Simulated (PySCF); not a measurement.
A PySCF script (with the pyscf-properties extension) for the NMR shieldings of SMILES N#C[Si@@H]1C=CCCS1, C$_{5}$H$_{7}$NSSi, on a GFN2-xTB geometry:

```python
import basis_set_exchange as bse
import numpy as np
from pyscf import gto, dft
from pyscf.prop import nmr

atoms = """
N     3.663304    1.100531   -0.096010
C     2.746646    0.634558    0.409067
Si    1.217911   -0.102644    1.201647
C     0.513485   -1.359826    0.002774
C    -0.651990   -1.239846   -0.626314
C    -1.594237   -0.076750   -0.549874
C    -0.949303    1.273774   -0.281589
S    -0.271670    1.427064    1.411934
H     1.545342   -0.586861    2.532480
H     1.086542   -2.263769   -0.156637
H    -1.001918   -2.049030   -1.258006
H    -2.139058   -0.008660   -1.496047
H    -2.334719   -0.280294    0.232331
H    -1.691752    2.066915   -0.359743
H    -0.142996    1.472827   -0.987923
"""
names = dict.fromkeys(["N", "C", "Si", "S", "H"], "pcSseg-1")
basis = {el: gto.basis.parse(bse.get_basis(n, elements=[el], fmt="nwchem")) for el, n in names.items()}
mol = gto.M(atom=atoms, basis=basis, charge=0, verbose=0)
mf = dft.RKS(mol, xc="PBE0")
mf.grids.level = 2
mf.grids.alignment = dft.numint.BLKSIZE   # the property module wants whole blocks of grid points
mf.conv_tol = 1e-9
mf.kernel()

calc = nmr.RKS(mf)   # GIAO
C = mf.mo_coeff
Co = C[:, mf.mo_occ > 0]
resp = mf.gen_response(singlet=True, hermi=2)
def vind(x):   # induced exchange potential for any number of trial vectors
    d = np.einsum("pi,xij,qj->xpq", C, 2 * x.reshape(-1, C.shape[1], Co.shape[1]), Co, optimize=True)
    return np.einsum("xpq,pi,qj->xij", resp(d - d.transpose(0, 2, 1)), C, Co, optimize=True).ravel()
mo1, _ = nmr.rhf.solve_mo1(calc, with_cphf=vind)
sigma = calc.kernel(mo1)
for i, s in enumerate(sigma):   # ppm
    w = np.linalg.eigvalsh((s + s.T) / 2)
    print("%2d %-2s iso %8.1f  s11 %8.1f  s22 %8.1f  s33 %8.1f" % (i, mol.atom_pure_symbol(i), w.mean(), *w))
```

Question: Give the expected output.

Answer: 
```
 0 N  iso    -93.0  s11   -287.1  s22   -274.5  s33    282.6
 1 C  iso     62.5  s11    -54.4  s22    -47.6  s33    289.6
 2 Si iso    402.6  s11    375.6  s22    384.8  s33    447.4
 3 C  iso     66.4  s11    -42.7  s22     61.9  s33    180.2
 4 C  iso     22.8  s11   -103.7  s22     13.5  s33    158.7
 5 C  iso    153.0  s11    137.7  s22    156.1  s33    165.3
 6 C  iso    159.9  s11    148.4  s22    162.6  s33    168.6
 7 S  iso    646.8  s11    502.5  s22    641.9  s33    795.9
 8 H  iso     26.8  s11     22.7  s22     24.8  s33     32.8
 9 H  iso     25.8  s11     24.4  s22     26.0  s33     27.1
10 H  iso     24.3  s11     21.9  s22     24.0  s33     26.9
11 H  iso     29.2  s11     24.1  s22     27.2  s33     36.3
12 H  iso     29.2  s11     26.0  s22     27.4  s33     34.3
13 H  iso     29.0  s11     22.6  s22     27.5  s33     36.9
14 H  iso     28.8  s11     23.6  s22     27.9  s33     34.9
```

These numbers come from an equivalent density-fitted implementation of the same equations, which agrees with the script to about 0.01 ppm for H and up to a few tenths of a ppm for heavy atoms, so last digits may differ.

Question: Turn these shieldings into chemical shifts. Chemical shifts δ = σref − σ; NH3 for ¹⁵N (σref 267.73); TMS for ¹³C (σref 186.93), ²⁹Si (σref 349.16), ¹H (σref 31.72); ³³S (σref 503.73) vs CS2, all at this level.

Answer: Averaging equivalent atoms: N 0: 360.7; C 4: 164.1; C 1: 124.4; C 3: 120.5; C 5: 33.9; C 6: 27.0; Si 2: -53.4; S 7: -143; H 10: 7.45; H 9: 5.89; H 8: 4.96; H 14: 2.90; H 13: 2.70; H 11: 2.51; H 12: 2.50 ppm. Experimental scales use liquid or dissolved standards, which lie at an offset from isolated NH3 (liquid NH3: subtract about 20 ppm). Unscaled 15N shifts of sp2 nitrogen come out 20 to 40 ppm too high even then.

Size and cost of the density-fitted run: 185 basis functions, 33 s wall time on 1 thread of an Arm Neoverse V1, shared host; peak memory 0.83 GiB.
